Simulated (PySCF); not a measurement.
`CN(C)c1ccco1`, C6H9NO

Geometry:
```
atom   x (Å)   y (Å)   z (Å)
  C1  -1.636  -1.179   0.005
  N2  -0.978  -0.015   0.551
  C3  -1.685   1.232   0.351
  C4   0.397   0.019   0.441
  C5   1.312  -0.976   0.218
  C6   2.586  -0.359   0.316
  C7   2.360   0.949   0.585
  O8   1.025   1.193   0.661
  H9  -1.179  -2.077   0.415
 H10  -2.683  -1.155   0.303
 H11  -1.581  -1.222  -1.091
 H12  -1.154   2.029   0.866
 H13  -1.776   1.494  -0.711
 H14  -2.683   1.138   0.777
 H15   1.120  -2.008   0.015
 H16   3.537  -0.836   0.197
 H17   3.012   1.785   0.740
```

Level of theory: PySCF 2.14.0, quadratic response wB97X-D/aug-cc-pVDZ first hyperpolarisability, Taylor convention, gas phase. Geometry: GFN2-xTB.

(1) Give the tensor of the static β(0;0,0) in the axes of these coordinates.

Results:

(1) In au, Taylor convention; rows are the first index (the induced dipole):
```
       xx     yy      zz     xy     xz     yz
x  -202.6  -29.2    +1.9  -71.3  +38.8   -5.4
y   -71.3  +24.9   +22.5  -29.2   -5.4  +45.5
z   +38.8  +45.5  +177.0   -5.4   +1.9  +22.5
```
Norm of βᵢ = ⅓ Σⱼ (βᵢⱼⱼ + βⱼᵢⱼ + βⱼⱼᵢ): 348.9 au, hyper-Rayleigh value 138.2 au.
